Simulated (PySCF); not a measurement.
C2H3N, SMILES [C-]#[N+]C.

The structure is a stationary point at PBE0-D3(BJ)/def2-TZVP.

Computed with TDDFT-LC-ωPBE/def2-SVPD in PySCF 2.14.0.

Vertical excitations; the highest root listed may be one member of a degenerate set. Isolated molecule, no solvent. State labels are in the subgroup Cs.

```tsv
state	symmetry	energy (eV)	λ (nm)	f	main pairs
S1	A"	8.21	151	0.000	HOMO−2→LUMO+1 45 %, HOMO−1→LUMO+2 45 %
S2	A"	8.35	149	0.084	HOMO→LUMO+1 (degenerate set)
S3	A'	8.35	149	0.084	HOMO→LUMO+2 (degenerate set)
S4	A"	8.60	144	0.001	HOMO−1→LUMO+2, HOMO−2→LUMO+1 (degenerate set)
S5	A'	8.60	144	0.001	HOMO−1→LUMO+1, HOMO−2→LUMO+2 (degenerate set)
S6	A'	9.67	128	0.086	HOMO→LUMO 73 %, HOMO→LUMO+3 20 %
S7	A"	9.77	127	0.005	HOMO−1→LUMO (degenerate set)
S8	A'	9.77	127	0.005	HOMO−2→LUMO (degenerate set)
S9	A'	10.98	113	0.685	HOMO−2→LUMO+2 20 %, HOMO−1→LUMO+1 20 %, HOMO→LUMO+3 19 %, HOMO→LUMO+6 18 %
S10	A'	11.57	107	0.055	HOMO−2→LUMO+3 81 %
T1	A"	5.90	210	0	HOMO→LUMO+1 (degenerate set)
T2	A'	5.90	210	0	HOMO→LUMO+2 (degenerate set)
T3	A'	6.85	181	0	HOMO−2→LUMO+2 42 %, HOMO−1→LUMO+1 42 %
T4	A"	7.40	167	0	HOMO−2→LUMO+1 43 %, HOMO−1→LUMO+2 43 %
```
Triplets are in the Tamm–Dancoff approximation, which puts them higher than full response would, so one can lie above its singlet here.
